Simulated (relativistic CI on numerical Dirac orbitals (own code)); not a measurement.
Electric-dipole transitions in Ta LXXI

Computed by Dirac-Coulomb-Breit CI, orbitals from a KLI potential per configuration, QED by a radiative potential, unscaled Slater integrals (own radial code, finite nucleus).

Configurations in the expansion (outside the closed core 1s2): 2s, 2p, 3s, 3p, 3d, 4s, 4p, 4d, 4f, 5s, 5p, 5d, 5f, 5g. Levels of other configurations are missing.

| λ vac (Å) | Lower | Upper | A (s⁻¹) | E lower (eV) | E upper (eV) |
| --- | --- | --- | --- | --- | --- |
| 0.8541 | 2p 2P°_1/2 [2] | 4d 2D_3/2 [12] | 5.33e+14 | 189.8 | 14707.0 |
| 0.9425 | 2p 2P°_3/2 [3] | 4d 2D_5/2 [13] | 5.29e+14 | 1603.5 | 14757.6 |
| 1.0995 | 2s 2S_1/2 [1] | 3p 2P°_3/2 [6] | 4.96e+14 | 0.0 | 11276.8 |
| 1.1171 | 2p 2P°_1/2 [2] | 3d 2D_3/2 [7] | 1.54e+15 | 189.8 | 11289.0 |
| 1.1421 | 2s 2S_1/2 [1] | 3p 2P°_1/2 [5] | 6.99e+14 | 0.0 | 10855.4 |
| 1.2645 | 2p 2P°_3/2 [3] | 3d 2D_5/2 [8] | 1.63e+15 | 1603.5 | 11408.4 |
| 1.2801 | 2p 2P°_3/2 [3] | 3d 2D_3/2 [7] | 2.70e+14 | 1603.5 | 11289.0 |
| 2.4604 | 3p 2P°_3/2 [6] | 5d 2D_5/2 [20] | 8.77e+13 | 11276.8 | 16316.1 |
| 2.4663 | 3d 2D_3/2 [7] | 5f 2F°_5/2 [21] | 1.14e+14 | 11289.0 | 16316.2 |
| 2.5198 | 3d 2D_5/2 [8] | 5f 2F°_7/2 [23] | 1.16e+14 | 11408.4 | 16328.8 |
| 3.1810 | 3s 2S_1/2 [4] | 4p 2P°_3/2 [11] | 6.01e+13 | 10804.1 | 14701.8 |
| 3.2190 | 3p 2P°_1/2 [5] | 4d 2D_3/2 [12] | 1.44e+14 | 10855.4 | 14707.0 |
| 3.3320 | 3s 2S_1/2 [4] | 4p 2P°_1/2 [10] | 9.14e+13 | 10804.1 | 14525.1 |
| 3.5620 | 3p 2P°_3/2 [6] | 4d 2D_5/2 [13] | 1.77e+14 | 11276.8 | 14757.6 |
| 3.5743 | 3d 2D_3/2 [7] | 4f 2F°_5/2 [14] | 3.38e+14 | 11289.0 | 14757.8 |
| 3.6748 | 3d 2D_5/2 [8] | 4f 2F°_7/2 [15] | 3.49e+14 | 11408.4 | 14782.3 |
| 6.9535 | 4s 2S_1/2 [9] | 5p 2P°_3/2 [18] | 1.34e+13 | 14504.4 | 16287.5 |
| 7.0247 | 4p 2P°_1/2 [10] | 5d 2D_3/2 [19] | 2.74e+13 | 14525.1 | 16290.1 |
| 7.6805 | 4p 2P°_3/2 [11] | 5d 2D_5/2 [20] | 3.67e+13 | 14701.8 | 16316.1 |
| 7.7047 | 4d 2D_3/2 [12] | 5f 2F°_5/2 [21] | 6.20e+13 | 14707.0 | 16316.2 |
| 7.7322 | 2s 2S_1/2 [1] | 2p 2P°_3/2 [3] | 6.96e+12 | 0.0 | 1603.5 |
| 7.8912 | 4d 2D_5/2 [13] | 5f 2F°_7/2 [23] | 6.57e+13 | 14757.6 | 16328.8 |
| 7.8922 | 4f 2F°_5/2 [14] | 5g 2G_7/2 [22] | 1.06e+14 | 14757.8 | 16328.8 |
| 7.9789 | 4f 2F°_7/2 [15] | 5g 2G_9/2 [24] | 1.08e+14 | 14782.3 | 16336.2 |
| 8.3462 | 4p 2P°_3/2 [11] | 5s 2S_1/2 [16] | 2.01e+13 | 14701.8 | 16187.3 |
| 26.228 | 3s 2S_1/2 [4] | 3p 2P°_3/2 [6] | 1.09e+12 | 10804.1 | 11276.8 |
| 62.820 | 4s 2S_1/2 [9] | 4p 2P°_3/2 [11] | 2.69e+11 | 14504.4 | 14701.8 |
| 68.189 | 4p 2P°_1/2 [10] | 4d 2D_3/2 [12] | 1.75e+11 | 14525.1 | 14707.0 |
| 123.78 | 5s 2S_1/2 [16] | 5p 2P°_3/2 [18] | 8.87e+10 | 16187.3 | 16287.5 |
| 134.08 | 5p 2P°_1/2 [17] | 5d 2D_3/2 [19] | 6.30e+10 | 16197.6 | 16290.1 |

Terms are leading LS components. Brackets give the number of a level in order of energy, since labels repeat. The list gives strong lines, with weight on those to low levels, without lines whose two gauges differ by over a factor of 2.5. Levels whose partners in the same complex of configurations lie outside the list can be far off, and so can their lines. Rates are taken at the computed energies, electric ones in the length gauge.

At this charge energies of transitions that change n are usually good to better than 1 %, and those within a shell (Δn = 0) to a few per cent.
